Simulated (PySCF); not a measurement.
**PtO₂: from structure and modes to constants**

Level of theory: PySCF, PBE0, basis Pt def2-TZVP with ECP60, O def2-TZVP (scalar-relativistic core potentials, no spin–orbit coupling, density fitting).

The singlet minimum has D∞h symmetry. Masses (u): Pt 194.96477, O 15.99492.

```xyz
3
charge 0 multiplicity 1, angstrom
Pt    0.0000    0.0000    0.0000
O     1.6842    0.0000    0.0000
O    -1.6842    0.0000    0.0000
```

Harmonic wavenumbers (cm⁻¹): 112.8 (πu, ×2), 1040.8 (σg+, ×1), 1071.0 (σu+, ×1).

Q: Find the principal moments of inertia and the rotational constants. What kind of rotor is it?

A: About the centre of mass I = 90.737 u Å². With B = 16.8576/I this gives 0.1858 cm⁻¹. The molecule is linear.

Q: What is the harmonic zero-point energy?

A: Half the sum of all 4 wavenumbers, 2337/2 = 1169 cm⁻¹, which is 14.0 kJ/mol (1 cm⁻¹ = 0.0119627 kJ/mol).

Q: Find the vibrational entropy and heat capacity at 298.15 K.

A: With u = 1.43878 ω/T, each mode gives S = R[u/(eᵘ−1) − ln(1−e⁻ᵘ)] and C = R u² eᵘ/(eᵘ−1)².
```json
{"ω (cm⁻¹)": "112.8 (×2)", "u": "0.544", "S (J/(mol K))": "13.48", "C (J/(mol K))": "8.11"}
{"ω (cm⁻¹)": "1040.8", "u": "5.022", "S (J/(mol K))": "0.33", "C (J/(mol K))": "1.40"}
{"ω (cm⁻¹)": "1071.0", "u": "5.168", "S (J/(mol K))": "0.29", "C (J/(mol K))": "1.28"}
```
The sums over all modes are S = 27.6 and C = 18.9 J/(mol K); the softest mode gives 49 % of the entropy (each member, where degenerate).

Q: Give the standard entropy (298.15 K, 1 bar) by its translational, rotational, vibrational and spin parts, and Cp.

A: Sackur–Tetrode with M = 226.95 u gives 176.5; rotation with symmetry number 2 gives 60.9; vibration 27.6; spin R ln 1 = 0.0. The total is 265.0 J/(mol K), and Cp = 7/2 R + 18.9 = 48.0 J/(mol K).

Q: Find the bond force constant k and the stretch–stretch coupling k′ of the valence force field.

A: For linear XMX, 4π²c²ω(σg)² = (k + k′)/mX and 4π²c²ω(σu)² = (k − k′)(1 + 2mX/mM)/mX. So k + k′ = 10.208 and k − k′ = 9.286 mdyn/Å, giving k = 9.747 and k′ = 0.461 mdyn/Å.

Only a few start shapes were tried, so a lower isomer may exist. With an element this heavy the missing spin–orbit coupling can shift these numbers.
